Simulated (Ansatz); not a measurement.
Born–Oppenheimer molecular dynamics of C3H8OSi (13 atoms, charge 0, multiplicity 1). It goes on from the last frame of an earlier run, with new velocities.

Theory: RKS B3LYP-D4/STO-3G (Ansatz 0.2.0).

```json
{
  "ensemble": "NVE (velocity Verlet)",
  "time step": "0.5 fs",
  "steps asked": "348",
  "starting velocities drawn for": "500 K",
  "masses": "H 10 u",
  "seed": "609779"
}
```

Frames 5 fs apart, positions in Å, forces in eV/Å.

Velocities at 45.0 fs (Å/ps):

```
Si -0.74 0.63 -3.35
C 8.55 3.10 7.40
C 0.61 7.90 -1.30
C 4.96 -0.14 1.65
O -1.89 -4.03 0.01
H 8.11 -0.74 0.53
H -1.25 -11.65 -8.84
H -8.89 -4.85 0.00
H -9.71 4.60 4.41
H 1.96 -1.46 -1.45
H 1.30 4.94 -1.35
H 0.31 2.02 3.64
H -3.67 -1.24 3.14
```

```xyz
13
Properties=species:S:1:pos:R:3:forces:R:3 time_fs=45.0 energy_less_start_eV=0.225 T=342
Si -1.118 1.059 1.064 3.44 0.79 1.79
C 0.021 0.891 -0.428 0.58 -1.03 -0.71
C 0.890 -0.440 -0.277 0.02 -0.06 1.74
C 0.475 -1.831 -0.782 -0.01 2.30 -1.13
O 1.591 -1.053 -1.411 0.08 -0.06 0.26
H -1.764 2.285 1.133 -1.20 1.28 -0.47
H -0.311 1.140 2.351 -0.70 -0.55 -1.50
H -1.933 -0.046 1.081 -1.47 -1.50 0.11
H -0.562 0.892 -1.378 0.26 -0.28 0.43
H 0.767 1.692 -0.541 -0.19 0.28 0.30
H 1.456 -0.430 0.725 -0.40 -0.02 -1.34
H 0.734 -2.783 -0.295 -0.22 -0.03 0.14
H -0.411 -1.724 -1.441 -0.18 -1.12 0.36
13
Properties=species:S:1:pos:R:3:forces:R:3 time_fs=50.0 energy_less_start_eV=0.078 T=445
Si -1.109 1.063 1.055 1.65 -1.01 1.30
C 0.061 0.895 -0.405 -1.60 -0.87 -2.02
C 0.895 -0.407 -0.268 0.25 -1.48 0.60
C 0.494 -1.809 -0.784 -1.24 1.27 -0.33
O 1.584 -1.071 -1.409 0.73 0.91 0.08
H -1.738 2.299 1.130 -1.10 1.28 -0.44
H -0.325 1.076 2.292 -0.17 -0.34 -0.42
H -1.990 -0.082 1.081 -0.16 0.21 -0.08
H -0.602 0.911 -1.346 1.24 -0.38 1.17
H 0.778 1.692 -0.545 0.33 0.91 0.27
H 1.459 -0.406 0.703 0.06 -0.07 -0.61
H 0.734 -2.773 -0.275 -0.23 0.46 -0.04
H -0.429 -1.744 -1.419 0.26 -0.89 0.52
13
Properties=species:S:1:pos:R:3:forces:R:3 time_fs=55.0 energy_less_start_eV=0.064 T=455
Si -1.086 1.059 1.056 -1.29 -1.09 -0.46
C 0.074 0.884 -0.417 -0.68 0.38 -0.51
C 0.903 -0.400 -0.249 -0.52 -1.19 -1.61
C 0.491 -1.764 -0.792 -1.01 -1.30 1.11
O 1.587 -1.076 -1.407 0.98 1.43 -0.15
H -1.738 2.340 1.117 -0.31 0.03 -0.35
H -0.341 1.004 2.224 0.94 -0.23 1.42
H -2.052 -0.114 1.080 0.94 1.45 -0.17
H -0.616 0.922 -1.290 0.81 -0.54 -0.12
H 0.794 1.710 -0.542 -0.29 0.18 0.25
H 1.464 -0.383 0.669 0.89 -0.16 0.99
H 0.727 -2.751 -0.257 -0.35 1.30 -0.45
H -0.442 -1.784 -1.387 -0.10 -0.28 0.04
13
Properties=species:S:1:pos:R:3:forces:R:3 time_fs=60.0 energy_less_start_eV=0.188 T=368
Si -1.074 1.047 1.054 -2.76 -0.17 -1.38
C 0.075 0.879 -0.438 1.23 0.84 1.89
C 0.902 -0.415 -0.257 -0.23 0.49 -1.03
C 0.470 -1.742 -0.781 0.07 -1.76 0.54
O 1.604 -1.062 -1.406 0.00 0.65 -0.11
H -1.746 2.383 1.095 0.40 -1.14 -0.19
H -0.336 0.925 2.189 1.40 -0.19 2.23
H -2.093 -0.113 1.075 1.30 1.71 -0.22
H -0.612 0.919 -1.238 -0.55 -0.44 -2.21
H 0.803 1.734 -0.533 -0.85 -0.58 0.15
H 1.488 -0.364 0.655 0.55 -0.24 0.78
H 0.713 -2.701 -0.247 -0.12 0.67 -0.07
H -0.458 -1.831 -1.353 -0.43 0.16 -0.37
13
Properties=species:S:1:pos:R:3:forces:R:3 time_fs=65.0 energy_less_start_eV=0.116 T=419
Si -1.083 1.033 1.042 -1.40 0.62 0.15
C 0.094 0.889 -0.428 -0.32 0.14 0.85
C 0.898 -0.421 -0.283 0.97 1.40 1.25
C 0.448 -1.749 -0.762 0.40 0.68 -1.37
O 1.620 -1.038 -1.407 -1.12 -0.50 -0.13
H -1.744 2.399 1.069 0.64 -1.54 -0.05
H -0.300 0.843 2.203 0.35 0.09 0.88
H -2.104 -0.072 1.064 0.87 1.11 -0.32
H -0.617 0.907 -1.234 0.08 -0.25 -1.59
H 0.794 1.745 -0.520 -0.39 -0.24 0.09
H 1.524 -0.351 0.657 -0.46 -0.43 -0.52
H 0.697 -2.638 -0.238 0.56 -1.46 1.16
H -0.483 -1.875 -1.327 -0.19 0.36 -0.40
13
Properties=species:S:1:pos:R:3:forces:R:3 time_fs=70.0 energy_less_start_eV=0.122 T=414
Si -1.103 1.024 1.031 1.23 1.11 1.88
C 0.106 0.902 -0.402 -2.27 -0.66 -1.28
C 0.912 -0.402 -0.287 0.73 0.65 1.41
C 0.434 -1.746 -0.766 0.80 1.47 -1.10
O 1.620 -1.020 -1.410 -1.45 -0.87 -0.28
H -1.728 2.381 1.042 0.43 -1.10 0.11
H -0.257 0.763 2.238 -0.91 0.53 -0.70
H -2.095 -0.006 1.045 -0.30 -0.18 -0.38
H -0.619 0.888 -1.266 1.32 -0.06 0.06
H 0.775 1.751 -0.506 0.19 0.48 0.07
H 1.550 -0.349 0.649 -0.57 -0.43 -0.56
H 0.693 -2.606 -0.203 0.65 -1.54 1.11
H -0.512 -1.910 -1.310 0.14 0.59 -0.34
13
Properties=species:S:1:pos:R:3:forces:R:3 time_fs=75.0 energy_less_start_eV=0.143 T=399
Si -1.113 1.024 1.035 3.02 0.72 2.27
C 0.079 0.904 -0.399 -0.75 -0.17 -1.32
C 0.937 -0.371 -0.268 -0.94 -0.40 -0.59
C 0.436 -1.719 -0.788 0.89 -0.78 1.30
O 1.600 -1.014 -1.417 -0.93 -0.35 -0.44
H -1.703 2.337 1.017 -0.06 0.11 0.30
H -0.233 0.696 2.257 -1.42 0.84 -1.33
H -2.094 0.055 1.018 -1.39 -1.30 -0.34
H -0.592 0.868 -1.300 1.07 -0.03 0.25
H 0.759 1.767 -0.489 -0.32 0.12 0.08
H 1.565 -0.356 0.630 0.15 -0.19 0.55
H 0.703 -2.606 -0.145 0.04 0.53 -0.58
H -0.538 -1.930 -1.302 0.64 0.92 -0.16
13
Properties=species:S:1:pos:R:3:forces:R:3 time_fs=80.0 energy_less_start_eV=0.162 T=386
Si -1.099 1.029 1.058 2.35 -0.94 1.18
C 0.038 0.902 -0.418 1.76 0.45 0.44
C 0.945 -0.346 -0.258 -1.55 -0.94 -1.51
C 0.454 -1.705 -0.788 -0.46 -1.78 2.11
O 1.566 -1.014 -1.431 0.01 0.27 -0.56
H -1.678 2.296 0.999 -0.47 1.39 0.50
H -0.242 0.648 2.247 -1.09 0.88 -0.97
H -2.123 0.089 0.983 -1.06 -1.03 -0.17
H -0.541 0.846 -1.331 -0.13 -0.03 -0.73
H 0.735 1.785 -0.471 -0.86 -0.46 -0.07
H 1.582 -0.367 0.623 0.33 0.08 0.77
H 0.715 -2.597 -0.098 -0.09 1.10 -1.23
H -0.548 -1.929 -1.297 1.27 1.01 0.23
13
Properties=species:S:1:pos:R:3:forces:R:3 time_fs=85.0 energy_less_start_eV=0.000 T=500
Si -1.066 1.027 1.090 -0.57 -1.62 -1.23
C 0.028 0.908 -0.431 1.44 -0.15 0.85
C 0.927 -0.340 -0.274 0.10 -1.07 0.07
C 0.463 -1.722 -0.749 -1.19 -0.03 0.42
O 1.531 -1.010 -1.452 0.22 0.15 -0.23
H -1.664 2.286 0.994 -0.31 1.43 0.69
H -0.276 0.621 2.216 0.00 0.47 0.43
H -2.175 0.099 0.944 0.29 -0.01 0.14
H -0.492 0.824 -1.376 -0.53 0.17 -0.50
H 0.693 1.794 -0.454 -0.24 -0.10 -0.25
H 1.605 -0.377 0.631 -0.59 0.32 -0.58
H 0.725 -2.565 -0.078 0.24 -0.14 -0.36
H -0.529 -1.905 -1.286 1.14 0.57 0.53
13
Properties=species:S:1:pos:R:3:forces:R:3 time_fs=90.0 energy_less_start_eV=0.223 T=344
Si -1.038 1.013 1.111 -3.39 -0.50 -3.52
C 0.044 0.909 -0.430 -0.52 -1.33 -0.45
C 0.909 -0.354 -0.289 1.45 -0.35 1.17
C 0.451 -1.739 -0.702 -0.20 2.09 -1.34
O 1.499 -1.005 -1.477 -0.02 -0.36 0.38
H -1.657 2.308 1.005 0.29 0.39 0.84
H -0.310 0.605 2.196 1.10 -0.16 1.98
H -2.222 0.108 0.908 1.23 0.53 0.42
H -0.454 0.807 -1.431 -0.16 0.44 1.02
H 0.646 1.801 -0.443 0.88 0.69 -0.28
H 1.614 -0.380 0.626 -0.95 0.29 -1.19
H 0.742 -2.537 -0.066 0.58 -1.64 0.77
H -0.484 -1.867 -1.264 -0.29 -0.09 0.20
13
Properties=species:S:1:pos:R:3:forces:R:3 time_fs=95.0 energy_less_start_eV=0.233 T=336
Si -1.037 0.994 1.104 -3.45 0.39 -3.09
C 0.053 0.888 -0.436 -0.57 -0.46 -0.67
C 0.918 -0.373 -0.285 0.89 1.19 0.36
C 0.437 -1.721 -0.676 1.74 0.23 -0.16
O 1.468 -1.005 -1.497 0.30 -0.48 0.54
H -1.642 2.340 1.036 0.67 -0.50 0.76
H -0.320 0.586 2.219 0.79 -0.11 1.45
H -2.240 0.128 0.882 1.16 0.39 0.48
H -0.420 0.799 -1.464 -0.15 0.31 1.45
H 0.618 1.822 -0.439 0.80 0.00 -0.23
H 1.604 -0.376 0.596 -0.08 0.15 -0.24
H 0.771 -2.543 -0.040 0.02 -0.66 -0.09
H -0.449 -1.831 -1.239 -2.13 -0.46 -0.54
13
Properties=species:S:1:pos:R:3:forces:R:3 time_fs=100.0 energy_less_start_eV=0.176 T=376
Si -1.065 0.978 1.072 -0.99 0.81 -0.60
C 0.052 0.859 -0.454 0.39 1.51 0.51
C 0.942 -0.371 -0.275 -0.66 1.55 -1.51
C 0.453 -1.699 -0.656 0.62 -2.03 -0.04
O 1.441 -1.011 -1.509 1.08 -0.20 0.38
H -1.613 2.361 1.084 0.62 -0.84 0.45
H -0.313 0.566 2.273 -0.44 0.40 -0.59
H -2.233 0.157 0.867 0.09 -0.30 0.26
H -0.391 0.798 -1.464 -0.56 -0.03 0.50
H 0.608 1.842 -0.440 0.18 -1.19 -0.19
H 1.593 -0.367 0.562 1.47 0.24 1.51
H 0.800 -2.565 -0.016 -0.43 0.48 -0.89
H -0.458 -1.806 -1.222 -1.37 -0.41 0.19
```

Of the whole run (174 fs, mean temperature of the second half 388 K): The conserved energy stayed within 0.066 meV per atom of its start (net change 0.041 meV per atom), so the integration is sound. A run of 0.17 ps of so small a system gives no equilibrium averages. Limits of this set-up: minimal basis.

The run took 23 min on 1 thread of Intel(R) Xeon(R) Processor @ 2.50GHz (Skylake/Cascade Lake), with other jobs on the host, peak memory 0.1 GiB.
